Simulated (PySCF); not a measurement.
Compound: C₇H₈ClP.
SMILES with atom numbers: `[CH3:1][PH:2][c:3]1[cH:4][cH:5][c:6]([Cl:7])[cH:8][cH:9]1` (hydrogens: H10, H11, H12 on C1; H13 on P2; H14 on C4; H15 on C5; H16 on C8; H17 on C9)

The same species was optimised twice, with GFN2-xTB and with PBE0-D3(BJ)/def2-SVP (PySCF), and the same property calculations (PySCF, gas phase) were run on both structures.

```json
{"coordinate": "C3–C9 (Å)", "GFN2-xTB": "1.390", "PBE0-D3(BJ)/def2-SVP": "1.401", "change": "+0.011"}
{"coordinate": "C4–C5 (Å)", "GFN2-xTB": "1.381", "PBE0-D3(BJ)/def2-SVP": "1.392", "change": "+0.011"}
{"coordinate": "C8–C9 (Å)", "GFN2-xTB": "1.383", "PBE0-D3(BJ)/def2-SVP": "1.392", "change": "+0.009"}
{"coordinate": "C3–C4 (Å)", "GFN2-xTB": "1.392", "PBE0-D3(BJ)/def2-SVP": "1.401", "change": "+0.009"}
{"coordinate": "C6–C8 (Å)", "GFN2-xTB": "1.385", "PBE0-D3(BJ)/def2-SVP": "1.394", "change": "+0.009"}
{"coordinate": "P2–C3 (Å)", "GFN2-xTB": "1.832", "PBE0-D3(BJ)/def2-SVP": "1.839", "change": "+0.007"}
{"coordinate": "C5–C6 (Å)", "GFN2-xTB": "1.386", "PBE0-D3(BJ)/def2-SVP": "1.394", "change": "+0.008"}
{"coordinate": "C6–Cl7 (Å)", "GFN2-xTB": "1.729", "PBE0-D3(BJ)/def2-SVP": "1.732", "change": "+0.003"}
{"coordinate": "C1–P2 (Å)", "GFN2-xTB": "1.856", "PBE0-D3(BJ)/def2-SVP": "1.858", "change": "+0.002"}
{"coordinate": "C1–P2–C3 (°)", "GFN2-xTB": "98.2", "PBE0-D3(BJ)/def2-SVP": "99.9", "change": "+1.7"}
{"coordinate": "P2–C3–C9 (°)", "GFN2-xTB": "122.2", "PBE0-D3(BJ)/def2-SVP": "123.4", "change": "+1.2"}
{"coordinate": "C4–C3–C9 (°)", "GFN2-xTB": "119.0", "PBE0-D3(BJ)/def2-SVP": "118.3", "change": "-0.7"}
{"coordinate": "C3–C9–C8 (°)", "GFN2-xTB": "120.7", "PBE0-D3(BJ)/def2-SVP": "121.2", "change": "+0.5"}
{"coordinate": "P2–C3–C4 (°)", "GFN2-xTB": "118.8", "PBE0-D3(BJ)/def2-SVP": "118.3", "change": "-0.5"}
{"coordinate": "C3–C4–C5 (°)", "GFN2-xTB": "120.9", "PBE0-D3(BJ)/def2-SVP": "121.3", "change": "+0.4"}
{"coordinate": "C5–C6–C8 (°)", "GFN2-xTB": "120.8", "PBE0-D3(BJ)/def2-SVP": "120.7", "change": "-0.1"}
{"coordinate": "C6–C8–C9 (°)", "GFN2-xTB": "119.4", "PBE0-D3(BJ)/def2-SVP": "119.3", "change": "-0.1"}
{"coordinate": "C1–P2–C3–C4 (°)", "GFN2-xTB": "-71", "PBE0-D3(BJ)/def2-SVP": "-96", "change": "-25"}
```

Rotational constants: A = 3846, B = 525.8, C = 491.4 MHz (GFN2-xTB) against A = 3814, B = 512.9, C = 487.1 MHz (PBE0-D3(BJ)/def2-SVP). Point groups within 0.08 Å: C1 and C1.

On the GFN2-xTB structure: HOMO (eV) -6.67 [PBE0/pcSseg-1]; LUMO (eV) -0.76 [PBE0/pcSseg-1]; dipole (D) 1.71 [PBE0/pcSseg-1]; GIAO shielding of C1 (ppm) 174.1 [PBE0/pcSseg-1]; GIAO shielding of P2 (ppm) 396.3 [PBE0/pcSseg-1]; GIAO shielding of C3 (ppm) 40.5 [PBE0/pcSseg-1]; GIAO shielding of C4/C9 (mean) (ppm) 48.8 [PBE0/pcSseg-1]; GIAO shielding of C5/C8 (mean) (ppm) 52.2 [PBE0/pcSseg-1]; GIAO shielding of C6 (ppm) 42.0 [PBE0/pcSseg-1]; GIAO shielding of Cl7 (ppm) 714.2 [PBE0/pcSseg-1].

Question: What do these properties become on the PBE0-D3(BJ)/def2-SVP structure?

Answer: 
```
                                    property          level  on GFN2-xTB  on PBE0-D3(BJ)/def2-SVP  change
                                   HOMO (eV)  PBE0/pcSseg-1        -6.67                    -6.85   -0.18
                                   LUMO (eV)  PBE0/pcSseg-1        -0.76                    -0.92   -0.16
                                  dipole (D)  PBE0/pcSseg-1         1.71                     1.58   -0.13
energy, GFN2-xTB geometry as zero (kcal/mol)  PBE0/pcSseg-1          0.0                     -1.0    -1.0
                  GIAO shielding of C1 (ppm)  PBE0/pcSseg-1        174.1                    170.7    -3.4
                  GIAO shielding of P2 (ppm)  PBE0/pcSseg-1        396.3                    389.9    -6.4
                  GIAO shielding of C3 (ppm)  PBE0/pcSseg-1         40.5                     41.2    +0.7
        GIAO shielding of C4/C9 (mean) (ppm)  PBE0/pcSseg-1         48.8                     42.8    -6.0
        GIAO shielding of C5/C8 (mean) (ppm)  PBE0/pcSseg-1         52.2                     49.7    -2.5
                  GIAO shielding of C6 (ppm)  PBE0/pcSseg-1         42.0                     38.0    -4.0
                 GIAO shielding of Cl7 (ppm)  PBE0/pcSseg-1        714.2                    707.5    -6.7
```

The heavy atoms differ by 0.197 Å rms after alignment. Among bonds between heavy atoms C3–C9 and C4–C5 change most and about equally (+0.011 Å). Changes are differences of the printed values. Neither structure is proved a minimum here.

Shape of the structure used: `[CH3:1][PH:2][c:3]1[cH:4][cH:5][c:6]([Cl:7])[cH:8][cH:9]1`: C1–P2–C3–C4 -96°.
